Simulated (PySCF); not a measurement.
H4CdSi, SMILES [SiH3][CdH], singlet, B3LYP/def2-SVP optimised geometry.

```
6

Cd    -0.70     0.13     0.00
H     -2.40     0.13     0.00
Si     1.84     0.13     0.00
H      2.40     1.18    -0.90
H      2.40    -1.18    -0.46
H      2.40     0.38     1.37
```

Density from PySCF with B3LYP/def2-TZVP, def2 effective core potentials past Kr at that geometry. The core electrons that the potentials of Cd replace are not part of the density.

Minimum of the electron density along straight lines between bonded atoms, close to the bond critical point (lines longer than 1.1 times the sum of covalent radii, or with two minima, are not listed):

```
bond     length / Å  ρ at the minimum / e bohr⁻³  ∇²ρ there / e bohr⁻⁵  position (fraction from the first atom)
-------  ----------  ---------------------------  --------------------  ---------------------------------------
Cd1–H2        1.702                        0.105                  0.13                                     0.65
Cd1–Si3       2.537                        0.069                 -0.01                                     0.51
Si3–H4        1.497                        0.117                  0.15                                     0.49
Si3–H5        1.497                        0.117                  0.15                                     0.49
Si3–H6        1.497                        0.117                  0.15                                     0.49
```
